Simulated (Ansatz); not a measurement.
Geometry optimisation, Ansatz, RKS PBE0/def2-SVP.

Input file:

```yaml
crystal:
  periodic: [false, false, false]
  atoms:
    - { symbol: Ge, position_ang: [0.10529, -0.555999, -0.438125] }
    - { symbol: Ge, position_ang: [0.202144, -0.1725, 3.153629] }
    - { symbol: H, position_ang: [-1.308847, -0.450996, 3.084156] }
    - { symbol: H, position_ang: [0.747778, -0.572069, 4.538109] }
    - { symbol: H, position_ang: [0.458884, 1.320555, 2.896919] }
    - { symbol: Cl, position_ang: [1.751371, 0.380019, -1.465352] }
    - { symbol: H, position_ang: [-0.600814, 0.518805, 0.38837] }
    - { symbol: Cl, position_ang: [-1.30318, -1.279888, -1.901342] }
    - { symbol: H, position_ang: [0.655312, -1.752554, 0.36274] }
    - { symbol: H, position_ang: [0.906062, -1.022573, 2.070097] }
basis:
  gaussian: { orbitals: def2-SVP }
hamiltonian:
  xc: pbe0
relax:
  f_tol: 0.03
  max_steps: 50
```

Run as:

```bash
$ ansatz run input.yaml --threads 4 --pin off --max-ram 5120MiB --backend cpu --events-out ev --progress --plain --runs-dir out
```

**Question.** Where does it end, and by what steps?

**Answer.** The run converged. The force dipped under the threshold on the way, but the program's further checks kept it going. After 8 steps the energy has fallen by 0.195 eV; H9 moved furthest, 0.60 Å.

| step | energy less start (eV) | largest force component (eV/Å) | accepted |
| --- | --- | --- | --- |
| 0 | 0.0000 | 0.438 | yes |
| 1 | -0.1250 | 0.128 | yes |
| 2 | -0.1845 | 0.097 | yes |
| 3 | -0.1799 | 0.510 | no |
| 4 | -0.1881 | 0.059 | yes |
| 5 | -0.1934 | 0.038 | yes |
| 6 | -0.1920 | 0.139 | no |
| 7 | -0.1944 | 0.012 | yes |
| 8 | -0.1951 | 0.014 | yes |

```xyz
10
Properties=species:S:1:pos:R:3
Ge 0.086 -0.639 -0.847
Ge 0.226 -0.108 3.563
H -1.267 -0.434 3.394
H 0.668 -0.425 5.000
H 0.464 1.379 3.260
Cl 1.711 0.368 -1.830
H -0.575 0.352 0.115
Cl -1.371 -1.192 -2.330
H 0.631 -1.922 -0.213
H 1.041 -0.966 2.579
```

Whether the end is a true minimum wasn't checked by a vibrational analysis.

Run time: 23 s on 4 threads of Arm Neoverse V2, on a shared host, peak memory 0.38 GiB.
